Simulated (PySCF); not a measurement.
PySCF input file for C₂H₆N₂Si₂, SMILES N1=C[SiH2][SiH2]N=C1, TDA-LC-ωPBE/def2-SVPD. The structure is a stationary point at r2SCAN-D4/def2-SVP. This is a generated structure with no PubChem entry under its InChIKey; it may be hypothetical.

```python
import numpy as np
from pyscf import gto, scf, dft, tdscf

mol = gto.M(
    atom='''
    C     0.58726741    1.48351453   -0.48497651
    N     1.62973797    0.85437981   -0.08165907
    C     1.59902843   -0.29963759    0.71878118
    N     0.80804930   -1.29905150    0.63380089
    Si   -0.73162975   -1.31543852   -0.22346317
    Si   -1.23084506    0.96366356   -0.10400561
    H     0.78012889    2.29038695   -1.21714835
    H     2.45891819   -0.33533338    1.41387130
    H    -0.57161821   -1.81956990   -1.62334466
    H    -1.66466247   -2.20819648    0.51755495
    H    -2.12588862    1.66055408   -1.07256115
    H    -1.58451650    1.34644849    1.29837018
    ''',
    basis='def2-SVPD',
    charge=0,
    spin=0,
    max_memory=1600,
    verbose=4,
)
mf = dft.RKS(mol, xc='lc_wpbe').density_fit(auxbasis='def2-universal-jkfit')
mf.grids.level = 3
mf.conv_tol = 1e-9
mf.max_cycle = 100
mf.kernel()
mf.grids = dft.Grids(mol).set(level=1).build(with_non0tab=True)  # coarser grid for the response kernel
td = tdscf.TDA(mf)
td.singlet = True
td.nstates = 10
td.conv_tol = 1e-4
td.positive_eig_threshold = 1e-6
td.kernel(x0=td.get_init_guess(mf, 15))
td.analyze()
tt = tdscf.TDA(mf)
tt.singlet = False
tt.nstates = 4
tt.conv_tol = 1e-4
tt.positive_eig_threshold = 1e-6
tt.kernel(x0=tt.get_init_guess(mf, 9))
tt.analyze(verbose=3)
```

Output:

```
PySCF version 2.14.0

[INPUT] verbose = 4
[INPUT] num. atoms = 12
[INPUT] num. electrons = 60
[INPUT] charge = 0
[INPUT] spin (= nelec alpha-beta = 2S) = 0
[INPUT] symmetry False subgroup None
[INPUT] Mole.unit = angstrom
[INPUT] Symbol           X                Y                Z      unit          X                Y                Z       unit  Magmom
[INPUT]  1 C      0.587267410000   1.483514530000  -0.484976510000 AA    1.109774566783   2.803436163513  -0.916472780747 Bohr   0.0
[INPUT]  2 N      1.629737970000   0.854379810000  -0.081659070000 AA    3.079758418105   1.614543847258  -0.154313277887 Bohr   0.0
[INPUT]  3 C      1.599028430000  -0.299637590000   0.718781180000 AA    3.021725798093  -0.566232981725   1.358299573692 Bohr   0.0
[INPUT]  4 N      0.808049300000  -1.299051500000   0.633800890000 AA    1.526991872147  -2.454851556705   1.197710099606 Bohr   0.0
[INPUT]  5 Si    -0.731629750000  -1.315438520000  -0.223463170000 AA   -1.382579852084  -2.485818536503  -0.422284190227 Bohr   0.0
[INPUT]  6 Si    -1.230845060000   0.963663560000  -0.104005610000 AA   -2.325960065174   1.821060204623  -0.196542118318 Bohr   0.0
[INPUT]  7 H      0.780128890000   2.290386950000  -1.217148350000 AA    1.474229943961   4.328204054778  -2.300077034466 Bohr   0.0
[INPUT]  8 H      2.458918190000  -0.335333380000   1.413871300000 AA    4.646681941811  -0.633688248625   2.671829532383 Bohr   0.0
[INPUT]  9 H     -0.571618210000  -1.819569900000  -1.623344660000 AA   -1.080201864714  -3.438488775502  -3.067676813175 Bohr   0.0
[INPUT] 10 H     -1.664662470000  -2.208196480000   0.517554950000 AA   -3.145756158142  -4.172886576429   0.978037109913 Bohr   0.0
[INPUT] 11 H     -2.125888620000   1.660554080000  -1.072561150000 AA   -4.017347263130   3.137992426229  -2.026846825349 Bohr   0.0
[INPUT] 12 H     -1.584516500000   1.346448490000   1.298370180000 AA   -2.994302224854   2.544418886934   2.453564048502 Bohr   0.0

nuclear repulsion = 337.88903616047
number of shells = 76
number of NR pGTOs = 264
number of NR cGTOs = 176
basis = def2-SVPD
ecp = {}


[settings echo left out]
init E= -768.258398168457
  HOMO = -0.242540513458166  LUMO = -0.101093226057243  gap/eV = 3.84898
cycle= 1 E= -767.558173240559  delta_E=  0.7  |g|= 0.555  |ddm|= 4.99
  HOMO = -0.285832363569374  LUMO = -0.0323066231325368  gap/eV = 6.89879
cycle= 2 E= -767.566046751661  delta_E= -0.00787  |g|= 0.612  |ddm|= 2.03
  HOMO = -0.345346654123882  LUMO = -0.0144203513457066  gap/eV = 9.00496
cycle= 3 E= -767.645005459799  delta_E= -0.079  |g|= 0.0607  |ddm|= 1.14
  HOMO = -0.336686908102603  LUMO = -0.00434204427310769  gap/eV = 9.04356
cycle= 4 E= -767.646368099745  delta_E= -0.00136  |g|= 0.0369  |ddm|= 0.201
  HOMO = -0.339485811111891  LUMO = -0.00384604343793438  gap/eV = 9.13322
cycle= 5 E= -767.646766388076  delta_E= -0.000398  |g|= 0.0151  |ddm|= 0.0953
  HOMO = -0.340819684380516  LUMO = -0.00435388720650209  gap/eV = 9.15570
cycle= 6 E= -767.646846101634  delta_E= -7.97e-05  |g|= 0.00454  |ddm|= 0.0345
  HOMO = -0.340632751158786  LUMO = -0.00397088638398024  gap/eV = 9.16104
cycle= 7 E= -767.646865353192  delta_E= -1.93e-05  |g|= 0.00221  |ddm|= 0.0186
  HOMO = -0.340775043980143  LUMO = -0.00391875369700445  gap/eV = 9.16633
cycle= 8 E= -767.646870687232  delta_E= -5.33e-06  |g|= 0.000911  |ddm|= 0.0091
  HOMO = -0.340871728807043  LUMO = -0.00394396891273896  gap/eV = 9.16827
cycle= 9 E= -767.646872403364  delta_E= -1.72e-06  |g|= 0.000375  |ddm|= 0.00476
  HOMO = -0.340848562479532  LUMO = -0.00390716648571088  gap/eV = 9.16864
cycle= 10 E= -767.646872733463  delta_E= -3.3e-07  |g|= 0.000173  |ddm|= 0.00289
  HOMO = -0.340857552128513  LUMO = -0.00393189315719633  gap/eV = 9.16821
cycle= 11 E= -767.646872798953  delta_E= -6.55e-08  |g|= 6.89e-05  |ddm|= 0.00143
  HOMO = -0.340851623039615  LUMO = -0.00392601878524568  gap/eV = 9.16821
cycle= 12 E= -767.646872806132  delta_E= -7.18e-09  |g|= 2.42e-05  |ddm|= 0.000443
  HOMO = -0.340853868867914  LUMO = -0.00392677279689257  gap/eV = 9.16825
cycle= 13 E= -767.646872806956  delta_E= -8.24e-10  |g|= 1.61e-05  |ddm|= 0.000175
  HOMO = -0.340851726270765  LUMO = -0.00392692146970619  gap/eV = 9.16819
Extra cycle  E= -767.64687280704  delta_E= -8.44e-11  |g|= 1.51e-05  |ddm|= 7.49e-05
converged SCF energy = -767.64687280704
tot grids = 48256
Overwritten attributes  positive_eig_threshold  of <class 'pyscf.tdscf.rks.TDA'>


******** <class 'pyscf.tdscf.rks.TDA'> for <class 'pyscf.df.df_jk.DFRKS'> ********
nstates = 10 singlet
deg_eia_thresh = 1.000e-03
wfnsym = None
conv_tol = 0.0001
eigh lindep = 1e-12
eigh level_shift = 0
eigh max_cycle = 100


Excitation energies (eV)
[3.10121495 4.3116168  5.5601789  6.18070065 6.2646698  6.72719891
 7.06077731 7.14759989 7.19122572 7.42169277]

** Singlet excitation energies and oscillator strengths **
Excited State   1:      3.10121 eV    399.79 nm  f=0.0006
      28 -> 31       -0.12779
      30 -> 31        0.66906
Excited State   2:      4.31162 eV    287.56 nm  f=0.0111
      27 -> 31        0.11752
      28 -> 31        0.15460
      29 -> 31       -0.58687
      30 -> 35        0.24779
Excited State   3:      5.56018 eV    222.99 nm  f=0.0069
      28 -> 31       -0.63967
      29 -> 31       -0.15796
      30 -> 31       -0.12950
Excited State   4:      6.18070 eV    200.60 nm  f=0.0490
      28 -> 35        0.10554
      29 -> 31       -0.26660
      30 -> 33       -0.20152
      30 -> 35       -0.53663
      30 -> 39        0.11590
Excited State   5:      6.26467 eV    197.91 nm  f=0.0909
      28 -> 32       -0.11028
      30 -> 32       -0.54584
      30 -> 33       -0.25159
      30 -> 34        0.23171
      30 -> 35        0.12157
Excited State   6:      6.72720 eV    184.30 nm  f=0.0419
      27 -> 31       -0.21092
      30 -> 32        0.31168
      30 -> 33       -0.41208
      30 -> 34        0.17934
      30 -> 35        0.14170
      30 -> 36       -0.22795
      30 -> 38       -0.11326
Excited State   7:      7.06078 eV    175.60 nm  f=0.0953
      24 -> 31        0.14045
      26 -> 31        0.11404
      27 -> 31        0.54032
      29 -> 35       -0.13098
      30 -> 32        0.13450
      30 -> 33       -0.16166
      30 -> 34        0.15447
      30 -> 35       -0.12395
Excited State   8:      7.14760 eV    173.46 nm  f=0.0245
      23 -> 31       -0.10225
      24 -> 31        0.13380
      27 -> 31        0.15414
      28 -> 35       -0.17601
      29 -> 35        0.53446
      29 -> 39       -0.13838
      30 -> 34       -0.11823
Excited State   9:      7.19123 eV    172.41 nm  f=0.0165
      28 -> 32        0.10891
      29 -> 35        0.13560
      30 -> 33        0.28592
      30 -> 34        0.54391
      30 -> 37       -0.11123
      30 -> 38       -0.10221
      30 -> 40       -0.10334
Excited State  10:      7.42169 eV    167.06 nm  f=0.0077
      24 -> 31        0.21645
      25 -> 31       -0.11481
      26 -> 31       -0.11753
      28 -> 35       -0.10671
      29 -> 32       -0.43613
      29 -> 33       -0.20687
      29 -> 34        0.19922
      30 -> 37        0.11298
      30 -> 38       -0.19825

** Transition electric dipole moments (AU) **
state          X           Y           Z        Dip. S.      Osc.
  1         0.0265     -0.0708     -0.0431      0.0076      0.0006
  2         0.1689      0.2603     -0.0955      0.1054      0.0111
  3        -0.1030      0.1873      0.0684      0.0504      0.0069
  4         0.1199      0.5147     -0.2099      0.3233      0.0490
  5        -0.7147     -0.2203     -0.1811      0.5921      0.0909
  6         0.3717     -0.2312     -0.2508      0.2545      0.0419
  7         0.1103     -0.7320     -0.0540      0.5509      0.0953
  8        -0.3697     -0.0576     -0.0057      0.1400      0.0245
  9         0.2438      0.1790      0.0475      0.0937      0.0165
 10        -0.0951     -0.1726      0.0608      0.0426      0.0077

** Transition velocity dipole moments (imaginary part, AU) **
state          X           Y           Z        Dip. S.      Osc.
  1         0.0022      0.0272     -0.0025      0.0008      0.0044
  2        -0.0148     -0.0052      0.0086      0.0003      0.0014
  3         0.0318     -0.0343      0.0068      0.0022      0.0073
  4        -0.0133      0.0112     -0.0122      0.0005      0.0013
  5        -0.0777     -0.0106     -0.0224      0.0067      0.0193
  6         0.0609     -0.0557     -0.0299      0.0077      0.0208
  7         0.0049     -0.0585      0.0102      0.0036      0.0091
  8        -0.0210      0.0058     -0.0263      0.0012      0.0030
  9         0.0723      0.0330      0.0079      0.0064      0.0161
 10         0.0080     -0.0404      0.0462      0.0038      0.0094

** Transition magnetic dipole moments (imaginary part, AU) **
state          X           Y           Z
  1         0.0306     -0.4919      0.7032
  2        -0.6337     -0.0890     -0.5189
  3         0.4587     -0.6564     -1.5608
  4         0.6854     -0.1985     -0.8946
  5         0.0044      0.1142     -0.1577
  6         0.0901      0.5156     -0.5629
  7        -0.2013      0.0173      0.1888
  8        -0.3624      0.8581      0.4081
  9         0.0639      0.1876      0.4369
 10        -0.0326      0.7088     -0.3373


******** <class 'pyscf.tdscf.rks.TDA'> for <class 'pyscf.df.df_jk.DFRKS'> ********
nstates = 4 triplet
deg_eia_thresh = 1.000e-03
wfnsym = None
conv_tol = 0.0001
eigh lindep = 1e-12
eigh level_shift = 0
eigh max_cycle = 100


Excitation energies (eV)
[2.52350281 3.48137083 3.8087901  4.88888701]

** Triplet excitation energies and oscillator strengths **
Excited State   1:      2.52350 eV    491.32 nm  f=0.0000
Excited State   2:      3.48137 eV    356.14 nm  f=0.0000
Excited State   3:      3.80879 eV    325.52 nm  f=0.0000
Excited State   4:      4.88889 eV    253.60 nm  f=0.0000
```

The calculation finished and met its thresholds.

Cost: around 5 core-minutes (rough).
